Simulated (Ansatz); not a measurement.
ZrTe₂. Total charge 0; singlet. Geometry PBE-D4/def2-TZVP, basis def2-TZVP, Ansatz.

```
atom   x (Å)   y (Å)   z (Å)
 Zr1  -1.062   0.423   1.069
 Te2  -0.006   0.682  -1.423
 Te3   1.068  -1.105   0.353
```

```tsv
run	HOMO (eV)	LUMO (eV)
A	-4.73	-2.74
B	-4.63	-2.75
C	-3.89	-3.43
D	-3.76	-3.48
E	-3.93	-3.72
```

In the def2 sets Te, Zr take a core potential; there is no spin–orbit coupling. No other spin state of charge 0 was run. Another isomer (singlet) lies 1.52 eV lower at PBE0-D4/def2-TZVP; other spin states weren't run for this one.

Q: The runs used LDA (SPW92), PBE, PBE0, r2SCAN, r2SCAN0. Estimate which is which.

A: A r2SCAN0 (25 % exact exchange); B PBE0 (25 % exact exchange); C r2SCAN (0 % exact exchange); D PBE (0 % exact exchange); E LDA (SPW92) (0 % exact exchange). Exact exchange lowers occupied and raises empty levels; among semilocal functionals meta-GGAs tend to open the gap a little, and such runs are hard to tell apart. The gap grows from 0.22 eV (LDA (SPW92)) to 1.99 eV (r2SCAN0). The restricted singlet is unstable towards broken spin symmetry in Hartree–Fock (as tested in another run); at r2SCAN0-D4/def2-TZVP, PBE0-D4/def2-TZVP, r2SCAN-D4/def2-TZVP, PBE-D4/def2-TZVP and others this wasn't settled.
